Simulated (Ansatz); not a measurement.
Two isomers of C3H7NOSi: A = `CO[SiH](C)C#N`, B = `C/C=C1\N[SiH2]O1`.

Computed with Ansatz on PBE0-D4/def2-TZVP structures; ΔE is electronic, products minus reactants. CCSD(T)/CBS adds triple-zeta CCSD(T) − MP2 to the extrapolated MP2 energy (def2 sets, frozen cores). DFT in def2-TZVPP. B3LYP here is the variant with VWN-RPA as its local correlation; programs differ in this. One conformer a species, not always the lowest.

(1) Which isomer does CCSD(T)/CBS put lower? Give the gap. (Best estimate.)

(2) Give E(B) − E(A) in kJ/mol with CCSD/def2-TZVPP, CCSD(T)/def2-SVP, CCSD(T)/def2-TZVPP, PBE-D4, HF/def2-TZVPP, B3LYP-D4, r2SCAN-D4. (Best estimate.)

(3) Does the order hold for the free energy at 298.15 K (harmonic terms from PBE0-D4)? (Best estimate.)

Largest T1 diagnostic: 0.012.

## Answers

(1) The calculation gave: A, by 84.2 kJ/mol.

(2) The calculation gave: CCSD/def2-TZVPP 93.3, CCSD(T)/def2-SVP 92.6, CCSD(T)/def2-TZVPP 91.7, PBE-D4 53.0, HF/def2-TZVPP 107.5, B3LYP-D4 79.7, r2SCAN-D4 62.2. None reverses the order clearly.

(3) The calculation gave: Yes: G(B) − G(A) = +93.5 kJ/mol, for one conformer each.

Leaving LDA and LC-ωPBE aside and taking each functional with its dispersion term where it has one, the values, not all of them listed here, spread over 42.6 kJ/mol, from HSE06-D4 to B2PLYP. LDA lies −54.1 kJ/mol from PBE without D4. In def2-TZVPP, CCSD(T) changes the Hartree–Fock value by −15.7 kJ/mol (the triples alone add −1.5 kJ/mol) and MP2 by −16.3 kJ/mol.
